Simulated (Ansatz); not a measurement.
I4Sn, SMILES [I][Sn-]([I])([I])[I] (connectivity only; charge and spin as stated), charge -1, multiplicity 2.

Geometry: B3LYP-D3(BJ)/def2-SVPD. The def2 effective core potentials stand for the cores of I, Sn; spin–orbit coupling is left out.

Two levels are set side by side: PBE/def2-SVPD (Ansatz, a first-principles code) and PBE0/def2-SVPD (Ansatz). Energy differences of separate SCF runs at the same geometry; the states with an electron removed or added have multiplicity 1. Differences are taken from unrounded values.

| quantity | PBE0 |
|---|---|
| vertical ionisation energy (eV) | 3.80 |

Task: What does PBE give, and how far is it from PBE0? (The exact figures need the calculation; the answer reports its results.)

Result: 
```json
[
 {"quantity": "vertical ionisation energy (eV)", "PBE": "3.67", "PBE minus PBE0": "-0.14"}
]
```
